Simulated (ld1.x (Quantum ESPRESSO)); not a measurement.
**How hard is this ruthenium RRKJ potential?**

ld1.x (Quantum ESPRESSO) 7.5 input, shortened:

```
&input
   title='Ru', zed=44., rel=2, dft='PZ', iswitch=3,
   config='[Kr] 4d7 5s0.5 5p0.5', rel_dist='average'
 /
 &inputp
   pseudotype=2, tm=.false., lloc=0,
   nlcc=.false.
 /
3
5P  2  1   0.50   0.00  2.55  2.55  0.0
4D  3  2   7.00   0.00  1.80  1.80  0.0
5S  1  0   0.50   0.00  2.95  2.95  0.0
 &test
   configts(1)='4d7 5s0.5 5p0.5'
 /
```

Open shells are filled in proportion to 2j + 1 (rel_dist='average').

The pseudo-atom Hamiltonian at the reference potential is diagonalised in spherical Bessel functions j_l(qr) that vanish at 20 bohr, with q² up to the cutoff. All-electron valence levels (Ry): 5p1/2 -0.1178, 5p3/2 -0.1086, 4d3/2 -0.4706, 4d5/2 -0.4466, 5s -0.3746.

**Question.** How do the lowest levels (Ry) of each channel move with the cutoff, and are there ghosts?

**Answer.**

| cutoff (Ry) | p1/2 #1 | p1/2 #2 | p3/2 #1 | d3/2 #1 | d3/2 #2 | d5/2 #1 | s #1 | s #2 | f #1 | f #2 | Σ f·Δε (mRy) |
| --- | --- | --- | --- | --- | --- | --- | --- | --- | --- | --- | --- |
| 8 | -0.1174 | 0.0277 | -0.1063 | 0.0257 | 0.0997 | 0.0255 | -0.3719 | -0.0177 | 0.0896 | 0.2101 | 3374.7 |
| 10 | -0.1174 | 0.0276 | -0.1069 | 0.0236 | 0.0941 | 0.0233 | -0.3727 | -0.0178 | 0.0896 | 0.2101 | 3359.0 |
| 15 | -0.1178 | 0.0276 | -0.1084 | -0.0112 | 0.0566 | -0.0130 | -0.3744 | -0.0180 | 0.0896 | 0.2101 | 3107.6 |
| 18 | -0.1178 | 0.0276 | -0.1085 | -0.1590 | 0.0401 | -0.1562 | -0.3745 | -0.0180 | 0.0896 | 0.2101 | 2092.4 |
| 21 | -0.1178 | 0.0276 | -0.1086 | -0.2694 | 0.0377 | -0.2604 | -0.3745 | -0.0180 | 0.0896 | 0.2101 | 1345.4 |
| 30 | -0.1178 | 0.0276 | -0.1086 | -0.4284 | 0.0360 | -0.4083 | -0.3746 | -0.0180 | 0.0896 | 0.2101 | 279.0 |
| 35 | -0.1178 | 0.0276 | -0.1086 | -0.4590 | 0.0358 | -0.4362 | -0.3746 | -0.0180 | 0.0896 | 0.2101 | 76.3 |
| 40 | -0.1178 | 0.0275 | -0.1086 | -0.4684 | 0.0357 | -0.4447 | -0.3746 | -0.0180 | 0.0896 | 0.2101 | 14.3 |
| 45 | -0.1178 | 0.0275 | -0.1086 | -0.4701 | 0.0357 | -0.4461 | -0.3746 | -0.0180 | 0.0896 | 0.2101 | 3.4 |
| 55 | -0.1178 | 0.0275 | -0.1086 | -0.4706 | 0.0357 | -0.4466 | -0.3746 | -0.0180 | 0.0896 | 0.2101 | 0.1 |
| 60 | -0.1178 | 0.0275 | -0.1086 | -0.4706 | 0.0357 | -0.4466 | -0.3746 | -0.0180 | 0.0896 | 0.2101 | 0.1 |
| 400 | -0.1178 | 0.0275 | -0.1086 | -0.4707 | 0.0357 | -0.4466 | -0.3746 | -0.0180 | 0.0896 | 0.2101 | 0.0 |

Result: no extra level below or beside the all-electron valence levels (p1/2, p3/2, d3/2, d5/2, s, f tested); 10 mRy is reached at 45 Ry and 1 mRy at 50 Ry.

Its largest configuration-test error is -979 meV.
